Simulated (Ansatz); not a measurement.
Cost and result for the atomization energy of C3H2F4, SMILES `FCC(F)=C(F)F` (9 atoms, 8 bonds).

```
atom    x (Å)    y (Å)    z (Å)
  F1  -0.9630  -0.7907  -1.7263
  C2  -0.7305  -0.8101  -0.3622
  C3  -0.1780   0.4756   0.1004
  F4  -1.0265   1.5095   0.1412
  C5   1.0771   0.6765   0.4773
  F6   1.9979  -0.2563   0.4724
  F7   1.5465   1.8164   0.9056
  H8  -0.0352  -1.6214  -0.1400
  H9  -1.6882  -0.9995   0.1316
```

Total charge 0; spin multiplicity 1. The geometry is a stationary point of PBE0-D4/def2-TZVP. It is one conformer, not always the lowest. Program: Ansatz. All runs use 4 threads of an Arm Neoverse V2 on a shared host. Times are those of one run each, without the atoms' runs, and a repeat can differ threefold. Electronic energies, without spin–orbit coupling; frozen cores. CCSD(T)/CBS adds CCSD(T) − MP2 in def2-TZVPP to the MP2 limit, and its time is that of the two runs behind it. T1 = 0.012.

CCSD(T)/CBS is a level of theory with its own doubt, some kJ/mol a heavy atom from the limit and from the frozen cores, so smaller differences don't rank the functionals.

```json
{"level": "PBE-D4/def2-TZVPP (with forces)", "functions": "245", "wall time": "2.1 s", "atomization (kJ/mol)": "3918.9", "difference from CCSD(T)/CBS": "211.9", "per bond": "26.5"}
{"level": "PBE0-D4/def2-TZVPP", "functions": "245", "wall time": "2.7 s", "atomization (kJ/mol)": "3762.3", "difference from CCSD(T)/CBS": "55.3", "per bond": "6.9"}
{"level": "BHLYP-D4/def2-TZVPP", "functions": "245", "wall time": "2.8 s", "atomization (kJ/mol)": "3502.0", "difference from CCSD(T)/CBS": "-205.0", "per bond": "-25.6"}
{"level": "CAM-B3LYP-D4/def2-TZVPP", "functions": "245", "wall time": "2.9 s", "atomization (kJ/mol)": "3748.0", "difference from CCSD(T)/CBS": "41.0", "per bond": "5.1"}
{"level": "r2SCANh-D4/def2-TZVPP", "functions": "245", "wall time": "4.4 s", "atomization (kJ/mol)": "3701.6", "difference from CCSD(T)/CBS": "-5.4", "per bond": "-0.7"}
{"level": "PBE-QIDH/def2-TZVPP", "functions": "245", "wall time": "5.5 s", "atomization (kJ/mol)": "3699.5", "difference from CCSD(T)/CBS": "-7.5", "per bond": "-0.9"}
{"level": "ωB97X-V/def2-TZVPP", "functions": "245", "wall time": "6.5 s", "atomization (kJ/mol)": "3729.6", "difference from CCSD(T)/CBS": "22.6", "per bond": "2.8"}
{"level": "B97M-V/def2-TZVPP", "functions": "245", "wall time": "7.5 s", "atomization (kJ/mol)": "3724.8", "difference from CCSD(T)/CBS": "17.8", "per bond": "2.2"}
{"level": "ωB97M-V/def2-TZVPP (with forces)", "functions": "245", "wall time": "9.5 s", "atomization (kJ/mol)": "3734.3", "difference from CCSD(T)/CBS": "27.3", "per bond": "3.4"}
{"level": "CCSD(T)/def2-SVP", "functions": "108", "wall time": "10 s", "atomization (kJ/mol)": "3529.2", "difference from CCSD(T)/CBS": "-177.8", "per bond": "-22.2"}
{"level": "MP2/def2-QZVPP", "functions": "459", "wall time": "20 s", "atomization (kJ/mol)": "3823.3", "difference from CCSD(T)/CBS": "116.3", "per bond": "14.5"}
{"level": "CCSD(T)/def2-TZVPP", "functions": "245", "wall time": "4.7 min", "atomization (kJ/mol)": "3601.6", "difference from CCSD(T)/CBS": "-105.4", "per bond": "-13.2"}
{"level": "CCSD(T)/CBS(def2)", "functions": "–", "wall time": "5.1 min", "atomization (kJ/mol)": "3707.0", "difference from CCSD(T)/CBS": "0.0", "per bond": "0.0"}
```

In def2-TZVPP, CCSD(T) changes the Hartree–Fock value by +1071.0 kJ/mol (the triples alone add +84.0 kJ/mol) and MP2 by +1230.2 kJ/mol; breaking electron pairs costs correlation energy, which Hartree–Fock lacks. From r2SCAN to r2SCAN0 (25 % exact exchange), in def2-TZVPP and without D4, the atomization energy moves by −123.8 kJ/mol: exact exchange takes away binding that semilocal exchange gives to molecules. At CCSD(T), def2-SVP lies −177.8 kJ/mol from the extrapolated value and def2-TZVPP −105.4 kJ/mol: correlation converges slowly with the basis, and small sets miss more of it in the bonded molecule than in its fragments.
